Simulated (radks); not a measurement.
Q: Sn III, 48 electrons, occupied as [Kr] 4d10 5s1.75 6s0.25 (fractional occupations, a model configuration). Method: Dirac Kohn-Sham, Wu-Cohen GGA, spin-unpolarised, spherical densities, point nucleus; computed with a radial shooting solver on a logarithmic mesh with Libxc functionals.

Spin-orbit splittings of the eigenvalues, e(l+1/2) - e(l-1/2), with zeta = 2 splitting/(2l+1) and mean radii in bohr:

| shell | occ. | splitting (eV) | zeta (eV) | <r> j=l-1/2 | <r> j=l+1/2 |
|---|---|---|---|---|---|
| 2p | 6 | ? | ? | 0.1058 | 0.1112 |
| 3p | 6 | 42.11 | 28.08 | 0.3300 | 0.3412 |
| 3d | 10 | 8.693 | 3.477 | 0.3126 | 0.3162 |
| 4p | 6 | 7.604 | 5.069 | 0.8652 | 0.8950 |
| 4d | 10 | 1.054 | 0.4216 | 1.082 | 1.096 |
| 5p | 0 | 0.7544 | 0.5029 | 2.569 | 2.654 |
| 5d | 0 | 0.06170 | 0.02468 | 4.133 | 4.166 |

Estimate the 2p splitting.

A: 230.7 eV (zeta = 153.8 eV).
